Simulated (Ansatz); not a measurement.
`CN(C)[CH2][AlH2]` + `N/C=C/C=O` → `N/[C]([AlH2])=C\C=O` + `CN(C)C`  (formal exchange of groups at the Al–C bond)

Isolated molecules relaxed with PBE0-D4/def2-TZVP in Ansatz; ΔE leaves out vibrations. CCSD(T)/CBS adds triple-zeta CCSD(T) − MP2 to the extrapolated MP2 energy (def2 sets, frozen cores). Double bonds are as drawn, so ΔE can hold a change between cis and trans. DFT in def2-TZVPP. B3LYP here is the variant with VWN-RPA as its local correlation; programs differ in this. One conformer a species, not always the lowest.

Is it downhill or uphill in electronic energy at CCSD(T)/CBS, and by how much? (Estimate.)

Ansatz gave: Downhill: ΔE = -9.6 kJ/mol.

What do these levels give: PBE-D4, PBE0-D4, B3LYP-D4, ωB97X-V, ωB97M-V, HF/def2-TZVPP, CCSD/def2-TZVPP, HF/def2-QZVPP, MP2/def2-QZVPP, HF/CBS(def2), MP2/CBS(def2), CCSD/CBS(def2)? (Best estimate.)

Ansatz gave: PBE-D4 -6.1, PBE0-D4 -5.4, B3LYP-D4 -8.3, ωB97X-V -6.8, ωB97M-V -5.7, HF/def2-TZVPP -9.0, CCSD/def2-TZVPP -10.1, HF/def2-QZVPP -8.6, MP2/def2-QZVPP -9.1, HF/CBS(def2) -8.5, MP2/CBS(def2) -8.6, CCSD/CBS(def2) -8.6 kJ/mol.

Largest T1 diagnostic among the species: 0.016.
